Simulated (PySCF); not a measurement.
# `InChI=1S/C7H9ClO/c8-7-1-3-5(6(3)7)4(9)2-7/h3-6,9H,1-2H2/t3-,4-,5-,6-,7-/m1/s1`

Molfile (atoms numbered from 1):
```
C7H9ClO
     RDKit          3D

 18 20  0  0  0  0  0  0  0  0999 V2000
    1.6609    0.8018   -1.2079 O   0  0  0  0  0  0  0  0  0  0  0  0
    1.3668   -0.1788   -0.2361 C   0  0  2  0  0  0  0  0  0  0  0  0
    0.3542   -1.1807   -0.8193 C   0  0  0  0  0  0  0  0  0  0  0  0
   -0.9583   -0.7541   -0.1777 C   0  0  2  0  0  0  0  0  0  0  0  0
   -2.2667   -1.9127   -0.4117 Cl  0  0  0  0  0  0  0  0  0  0  0  0
   -1.2748    0.7157   -0.5135 C   0  0  0  0  0  0  0  0  0  0  0  0
   -0.6462    1.0947    0.8186 C   0  0  2  0  0  0  0  0  0  0  0  0
    0.6686    0.3757    1.0011 C   0  0  1  0  0  0  0  0  0  0  0  0
   -0.6196   -0.3394    1.2644 C   0  0  2  0  0  0  0  0  0  0  0  0
    2.1581    1.5148   -0.7937 H   0  0  0  0  0  0  0  0  0  0  0  0
    2.2977   -0.6894    0.0571 H   0  0  0  0  0  0  0  0  0  0  0  0
    0.3247   -1.1041   -1.9048 H   0  0  0  0  0  0  0  0  0  0  0  0
    0.6065   -2.2014   -0.5338 H   0  0  0  0  0  0  0  0  0  0  0  0
   -0.8085    1.1056   -1.4163 H   0  0  0  0  0  0  0  0  0  0  0  0
   -2.3435    0.9159   -0.5253 H   0  0  0  0  0  0  0  0  0  0  0  0
   -0.8923    1.9797    1.3831 H   0  0  0  0  0  0  0  0  0  0  0  0
    1.2861    0.6892    1.8316 H   0  0  0  0  0  0  0  0  0  0  0  0
   -0.9225   -0.8260    2.1725 H   0  0  0  0  0  0  0  0  0  0  0  0
  1  2  1  0
  2  3  1  0
  3  4  1  0
  4  5  1  1
  4  6  1  0
  6  7  1  0
  7  8  1  0
  8  9  1  0
  8  2  1  0
  9  4  1  0
  9  7  1  0
  1 10  1  0
  2 11  1  1
  3 12  1  0
  3 13  1  0
  6 14  1  0
  6 15  1  0
  7 16  1  1
  8 17  1  1
  9 18  1  1
M  END
```

Computed with GIAO B3LYP/pcSseg-1 magnetisability, rotational g tensor and spin-rotation constants, non-relativistic, gas phase (PySCF 2.14.0). Geometry: GFN2-xTB.

**Question.** Give the nuclear spin-rotation constants along the inertial axes (H = +C I·J) beside the isotropic shieldings.

**Answer.** Rotational constants 2.7118, 1.1559, 1.0167 GHz. A star marks the isotopologue with that one atom substituted, in its own axes.
```
atom  isotope  Caa (kHz)  Cbb (kHz)  Ccc (kHz)  mean (kHz)  σ (ppm)
 Cl5     35Cl      0.215      0.385      0.306       0.302    745.7
 H10       1H     -0.045     -0.111     -0.142      -0.099     31.2
 H11       1H     -0.163     -0.077     -0.002      -0.081     26.8
 H12       1H     -0.315     -0.040     -0.036      -0.130     29.8
 H13       1H     -0.273     -0.093     -0.002      -0.122     29.6
 H14       1H     -0.194     -0.070     -0.039      -0.101     29.2
 H15       1H     -0.106     -0.092     -0.061      -0.086     29.4
 H16       1H     -0.292      0.004     -0.095      -0.128     30.2
 H17       1H     -0.123     -0.098     -0.073      -0.098     30.4
 H18       1H     -0.189     -0.099     -0.029      -0.105     29.3
  O1     17O*     -0.249     -0.118     -0.139      -0.169    261.6
  C2     13C*      0.671      0.283      0.237       0.397    102.0
  C3     13C*      0.504      0.246      0.240       0.330    123.2
  C4     13C*      0.545      0.289      0.255       0.363    108.0
  C6     13C*      0.474      0.204      0.216       0.298    138.7
  C7     13C*      0.405      0.126      0.186       0.239    165.1
  C8     13C*      0.570      0.126      0.203       0.300    148.0
  C9     13C*      0.544      0.155      0.219       0.306    141.3
```
For the geometry as given, no vibrational averaging.
